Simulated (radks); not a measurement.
Neutral germanium, 32 electrons, occupied as [Ar] 3d10 4s2 4p2 (the NIST ground configuration).

All-electron calculation, non-relativistic Kohn-Sham, PBEsol, spin-polarised, spherical densities, point nucleus; open shells are filled with parallel spins first; hard spherical wall at 8 bohr. Program: a radial shooting solver on a logarithmic mesh with Libxc functionals.

Energy parts (eV):
part                       energy
total                  -56467.984
kinetic                 56427.803
electron-nucleus      -135190.214
Hartree                 24393.542
exchange-correlation    -2099.114

Orbitals (lengths in bohr, moments of r in powers of bohr; r(90%) holds 90 % of the orbital's charge):
| orbital | occ. | eigenvalue (eV) | <1/r> | r(90%) |
|---|---|---|---|---|
| 1s up | 1 | -10793.80 | 31.49 | 0.0852 |
| 1s down | 1 | -10793.74 | 31.49 | 0.0852 |
| 2s up | 1 | -1335.549 | 6.915 | 0.330 |
| 2s down | 1 | -1335.530 | 6.915 | 0.330 |
| 2p up | 3 | -1189.299 | 6.888 | 0.302 |
| 2p down | 3 | -1189.253 | 6.888 | 0.302 |
| 3s up | 1 | -162.1928 | 2.231 | 0.951 |
| 3s down | 1 | -162.1302 | 2.231 | 0.950 |
| 3p up | 3 | -113.7965 | 2.109 | 1.00 |
| 3p down | 3 | -113.7204 | 2.109 | 1.00 |
| 3d up | 5 | -29.8096 | 1.784 | 1.25 |
| 3d down | 5 | -29.6571 | 1.790 | 1.24 |
| 4s up | 1 | -11.7611 | 0.6048 | 3.26 |
| 4s down | 1 | -10.2473 | 0.6128 | 3.26 |
| 4p up | 2 | -4.2864 | 0.4623 | 4.30 |
| 4p down | 0 | -2.7122 | 0.4578 | 4.45 |
| 5s up | 0 | 1.6458 | 0.2774 | 6.37 |
| 5s down | 0 | 2.5601 | 0.2737 | 6.39 |
| 4d up | 0 | 2.9992 | 0.2692 | 6.12 |
| 4d down | 0 | 4.1459 | 0.2573 | 6.21 |
| 5p up | 0 | 4.4208 | 0.2904 | 6.60 |
| 5p down | 0 | 5.3617 | 0.2974 | 6.61 |

The highest occupied level is 4p up at -4.286 eV. Spin moment in Bohr magnetons: 2. The electron density at the nucleus is 2.246e+04 e/bohr^3. The pressure on the wall is 0.117 GPa. Summed over all electrons, <r^2> = 39.86 bohr^2, which gives a Langevin (diamagnetic) susceptibility term of -31.6 x 10^-6 cm^3/mol. The spin density at the nucleus is -0.5511 e/bohr^3 (1s -0.0683, 2s 0.0298, 3s -0.0033, 4s -0.5092), a Fermi contact field of -28.9 T. The density falls to 0.001 e/bohr^3 at r = 4.44 bohr.
